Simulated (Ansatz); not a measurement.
Relaxation of CH6FN3Si (12 atoms, charge 0, multiplicity 1), to a largest force component of 0.02 eV/Å in at most 40 steps.

Level of theory: RKS PBE/STO-3G (Ansatz).

```xyz
12
Properties=species:S:1:pos:R:3
C -0.249 -1.818 1.165
N -0.702 -0.982 0.222
Si 0.380 0.199 -0.292
N 0.374 1.485 0.764
N -0.265 0.820 -1.673
F 1.881 -0.305 -0.513
H 0.723 -1.741 1.645
H -0.944 -2.541 1.511
H 0.721 2.281 0.327
H -0.685 1.698 0.855
H 0.074 0.268 -2.405
H -1.231 0.581 -1.573
```

Q: Where does it end, and by what steps?

A: It converged. Limits of this set-up: minimal basis. After 20 steps the energy has fallen by 1.908 eV; H7 moved furthest, 0.77 Å.

```json
{"step": "0", "energy less start (eV)": "0.0000", "largest force component (eV/Å)": "5.073", "accepted": "yes"}
{"step": "1", "energy less start (eV)": "-1.4561", "largest force component (eV/Å)": "1.583", "accepted": "yes"}
{"step": "2", "energy less start (eV)": "-1.6398", "largest force component (eV/Å)": "1.563", "accepted": "yes"}
{"step": "3", "energy less start (eV)": "-1.7990", "largest force component (eV/Å)": "0.963", "accepted": "yes"}
{"step": "4", "energy less start (eV)": "-1.8550", "largest force component (eV/Å)": "0.468", "accepted": "yes"}
{"step": "5", "energy less start (eV)": "-1.8571", "largest force component (eV/Å)": "0.300", "accepted": "yes"}
{"step": "6", "energy less start (eV)": "-1.8790", "largest force component (eV/Å)": "0.289", "accepted": "yes"}
{"step": "7", "energy less start (eV)": "-1.8841", "largest force component (eV/Å)": "0.129", "accepted": "yes"}
{"step": "8", "energy less start (eV)": "-1.8885", "largest force component (eV/Å)": "0.434", "accepted": "yes"}
{"step": "9", "energy less start (eV)": "-1.8918", "largest force component (eV/Å)": "0.276", "accepted": "yes"}
{"step": "10", "energy less start (eV)": "-1.8965", "largest force component (eV/Å)": "0.104", "accepted": "yes"}
{"step": "11", "energy less start (eV)": "-1.9014", "largest force component (eV/Å)": "0.064", "accepted": "yes"}
{"step": "12", "energy less start (eV)": "-1.8917", "largest force component (eV/Å)": "0.468", "accepted": "no"}
{"step": "13", "energy less start (eV)": "-1.9040", "largest force component (eV/Å)": "0.098", "accepted": "yes"}
{"step": "14", "energy less start (eV)": "-1.9059", "largest force component (eV/Å)": "0.091", "accepted": "yes"}
{"step": "15", "energy less start (eV)": "-1.9066", "largest force component (eV/Å)": "0.125", "accepted": "yes"}
{"step": "16", "energy less start (eV)": "-1.9071", "largest force component (eV/Å)": "0.070", "accepted": "yes"}
{"step": "17", "energy less start (eV)": "-1.9030", "largest force component (eV/Å)": "0.296", "accepted": "no"}
{"step": "18", "energy less start (eV)": "-1.9078", "largest force component (eV/Å)": "0.023", "accepted": "yes"}
{"step": "19", "energy less start (eV)": "-1.9080", "largest force component (eV/Å)": "0.022", "accepted": "yes"}
{"step": "20", "energy less start (eV)": "-1.9081", "largest force component (eV/Å)": "0.014", "accepted": "yes"}
```

```xyz
12
Properties=species:S:1:pos:R:3
C -0.290 -1.904 1.116
N -0.856 -0.807 0.665
Si 0.354 0.312 -0.191
N 0.413 1.804 0.771
N -0.086 0.702 -1.887
F 1.841 -0.383 -0.239
H 0.792 -2.187 1.022
H -0.912 -2.661 1.651
H 0.256 2.634 0.132
H -0.415 1.827 1.429
H 0.128 -0.146 -2.493
H -1.147 0.754 -1.941
```

Whether the end is a true minimum wasn't checked by a vibrational analysis.

Time of the run: 55 s on 1 thread of Arm Neoverse V1, with other jobs on the host, peak memory 0.13 GiB.
